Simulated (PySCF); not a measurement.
# How methods differ on the excitation energy of Re

Re [Xe] 4f14 5d5 6s2 (6S) → Re [Xe] 4f14 5d7 (4F), as a difference of total energies. Calculation: PySCF 2.14, in aug-cc-pwCVTZ-PP with ECP60MDF (8s8p7d4f3g, 122 functions); a scalar-relativistic core potential. Correlated levels: valence: 5s2 5p6 frozen; valence and next inner shell: nothing frozen outside the core potential. The calculations carry no spin-orbit coupling.

| method | excitation energy (eV) |
| --- | --- |
| UHF | 5.921 |
| LDA | 4.666 |
| PBE | 4.422 |
| PBE0 | 4.588 |
| r2SCAN | 4.943 |
| BLYP | 4.301 |
| B2PLYP | 4.609 |
| r2SCAN0 | 5.019 |
| MP2 (valence) | 4.903 |
| SCS-MP2 (valence) | 4.359 |
| MP2 (valence and next inner shell) | 5.214 |
| SCS-MP2 (valence and next inner shell) | 4.893 |

How much does correlation contribute at MP2 (valence and next inner shell)?

5.214 − (5.921) = -0.707 eV, measured against UHF.
